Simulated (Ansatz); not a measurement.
`C[N]([SiH3])[GeH3]` + `SB(Cl)Cl` → `CSB(Cl)Cl` + `[SiH3][NH][GeH3]`  (substitution at a C–N bond)

Calculated with Ansatz (gas phase, PBE0-D4/def2-TZVP geometries, no zero-point term in ΔE). CCSD(T)/CBS adds triple-zeta CCSD(T) − MP2 to the extrapolated MP2 energy (def2 sets, frozen cores). DFT in def2-TZVPP. B3LYP here is the variant with VWN-RPA as its local correlation; programs differ in this. HSE06 is defined as in plane-wave codes. For Ge outer-core shells are correlated without core-valence functions, which leaves a few kJ/mol of doubt a bond. Scalar relativity is left out up to krypton. Each species was taken in one conformer, which may not be the lowest.

```
             level  ΔE (kJ/mol)  difference from CCSD(T)/CBS
            B97M-V        -38.8                         -1.0
          B3LYP-D4        -35.9                          1.9
          HSE06-D4        -37.9                         -0.1
            revPBE        -40.4                         -2.6
              BLYP        -38.6                         -0.8
              PBE0        -39.3                         -1.5
  CCSD(T)/def2-SVP        -17.6                         20.2
CCSD(T)/def2-TZVPP        -34.0                          3.8
    MP2/def2-QZVPP        -39.4                         -1.6
      HF/CBS(def2)        -38.1                         -0.3
       CCSD(T)/CBS        -37.8                            0
```

Largest T1 diagnostic among the species: 0.012.

At CCSD(T), def2-SVP lies +20.2 kJ/mol from the extrapolated value and def2-TZVPP +3.8 kJ/mol. Leaving LDA and LC-ωPBE aside and taking each functional with its dispersion term where it has one, the values, not all of them listed here, spread over 4.7 kJ/mol, from r2SCAN-D4 to CAM-B3LYP-D4. LDA lies +5.7 kJ/mol from PBE without D4.
